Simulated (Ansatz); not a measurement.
Stepwise reaction of `[OH][Ga]([SH])[SH]` with hydrogen fluoride, as a gas-phase model of exchange steps in deposition or etching. ΔE in kJ/mol.

Isolated molecules relaxed with PBE0-D4/def2-TZVP in Ansatz; ΔE leaves out vibrations. CCSD(T)/CBS is the MP2 limit (def2-TZVPP, def2-QZVPP) plus CCSD(T) − MP2 in def2-TZVPP, frozen cores. This one scheme is used for every species. Functionals use def2-TZVPP. B3LYP here is the variant with VWN-RPA as its local correlation; programs differ in this. For Ga outer-core shells are correlated without core-valence functions, which leaves a few kJ/mol of doubt a bond. Scalar relativity is left out up to krypton. Each species was taken in one conformer, which may not be the lowest.

```json
{"step": "1", "reaction": "`[OH][Ga]([SH])[SH]` + H–F → `[OH][Ga]([F])[SH]` + H₂S", "PBE-D4": "7.1", "B3LYP-D4": "0.2", "ωB97M-V": "-0.4", "CCSD(T)/CBS": "9.0"}
```

(1) Give the row of step 2, `[OH][Ga]([F])[SH]` + H–F → `[OH][Ga]([F])[F]` + H₂S. (An estimate is asked.)

(2) By hand: ΔE of the 2 steps together at CCSD(T)/CBS.

Answers

(1) Ansatz gave: 
```csv
step,reaction,PBE-D4,B3LYP-D4,ωB97M-V,CCSD(T)/CBS
2,`[OH][Ga]([F])[SH]` + H–F → `[OH][Ga]([F])[F]` + H₂S,23.4,16.9,16.6,24.1
```

(2) (9.0) + (24.1) = 33.1 kJ/mol, or 16.6 kJ/mol a step.

In ΔE each step is higher than the one before. All are uphill at CCSD(T)/CBS. PBE-D4 differs from CCSD(T)/CBS by -1.9 to -0.7 kJ/mol a step. Isolated molecules leave out the surface, adducts and barriers. Largest T1 diagnostic: 0.015.
